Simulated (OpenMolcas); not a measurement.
## 3s2 3p2 along the 14-electron sequence

```json
{"Program": "OpenMolcas 26.06", "Method": "CASSCF", "Basis": "ANO-RCC-VTZP", "Scalar Hamiltonian": "DKH2, point nucleus", "Spin-orbit coupling": "state interaction with AMFI integrals over the reference wave functions, term energies averaged over their components"}
```

Active space for each ion: 4 electrons in 4 orbitals (3s 3p).

Computed levels in cm-1 above 3P0:

```tsv
Level	P+	S2+	Cl3+	Ar4+
3P1	144	266	451	698
3P2	413	749	1241	1878
1D2	11725	14290	16822	19481
1S0	21008	25949	30793	35818
weight of 3P in the lowest level (%)	100	100	100	100
```

Measured, with the error of the calculation in %. Measured levels: P+ from NIST Handbook of Basic Atomic Spectroscopic Data; S2+ from NIST levels in Podobedova, Kelleher and Wiese, J. Phys. Chem. Ref. Data 38, 171 (2009); Cl3+ from Moore, Atomic Energy Levels, vol. I, NSRDS-NBS 35 (1971 reprint of NBS Circular 467, 1949); Ar4+ from Saloman, J. Phys. Chem. Ref. Data 39, 033101 (2010).

```csv
Level,P+,S2+,Cl3+,Ar4+
3P1,165 (-12.8),299 (-11.0),491 (-8.2),763 (-8.5)
3P2,469 (-11.9),833 (-10.1),1341 (-7.5),2029 (-7.4)
1D2,8882 (+32.0),11323 (+26.2),13766 (+22.2),16299 (+19.5)
1S0,21576 (-2.6),27161 (-4.5),32550 (-5.4),37912 (-5.5)
```

The fine-structure level 3P2 changes by a factor of 4.55 from P+ to Ar4+. Its fourth root runs 4.51, 5.23, 5.94, 6.58, with steps per unit of Z of 0.72, 0.70, 0.65; equal steps would mean a (Z - σ)^4 law with constant σ.

1D2 changes by a factor of 1.66 over the same range, with steps per unit of Z of +2560, +2530, +2660 cm-1.

Terms from blocks run as CI alone lack orbitals of their own. Without dynamic correlation excited terms often stand tens of per cent too high (terms of higher spin than the ground term too low), and those without a measured partner can miss by more than the paired ones (holds for P+). Computed and measured levels are paired by configuration, term and J; levels that our copy of the source lacks, or whose pairing is in doubt (as where it misses far off the trend of its configuration), stay unpaired and out of the deviations. Levels of configurations outside the active space are missing.
